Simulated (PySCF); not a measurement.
Computed properties of GeO₂, SMILES [O]=[Ge]=[O]

GeO2, SMILES [O]=[Ge]=[O]. The structure is a stationary point at TPSSh-D3(BJ)/def2-TZVP. One conformer was computed; it need not be the lowest. All values are computed for the isolated molecule unless a solvent is named; none is compared with measurement here.

**Structure.** The optimised structure has D∞h symmetry. All 4 harmonic modes at TPSSh-D3(BJ)/def2-TZVP (PySCF) are real, so it is a minimum. With heavy atoms numbered as in [Ge:1](=[O:2])=[O:3], the shortest bond between them is Ge1–O2 at 1.623 Å and the longest Ge1–O3 at 1.623 Å.

**Vibrations.** The strongest infrared lines (harmonic, unscaled, degenerate partners summed) lie at 1077 cm⁻¹ (84 km/mol, O 69 %, Ge 31 %), 206 cm⁻¹ (71 km/mol, O 69 %, Ge 31 %). The softest mode is at 206 cm⁻¹ and the zero-point energy is 3.4 kcal/mol.

**Electronic structure.** B3LYP/def2-TZVPD (PySCF) places the frontier levels at -9.19 and -3.61 eV, a gap of 5.58 eV, and gives a dipole moment of 0.00 D and a mean polarisability of 33.8 bohr³. PBE/def2-TZVPD (PySCF) at the same geometry gives -7.91 and -4.20 eV, so its gap is 1.87 eV narrower. An orbital gap is neither the optical nor the fundamental gap.

**Excitations.** TDA-B3LYP/def2-SVPD (PySCF) has S1 at 3.99 eV (310 nm, f = 0.000, dark); the most intense of the 10 singlets computed lies at 5.47 eV (f = 0.12). Strengths of degenerate partners are summed. T1 (TDA) is at 3.44 eV, 0.55 eV under S1. TDA-PBE/def2-SVPD (PySCF) puts S1 at 3.90 eV. No vertical singlet excitation falls in the visible range (under 3.1 eV).
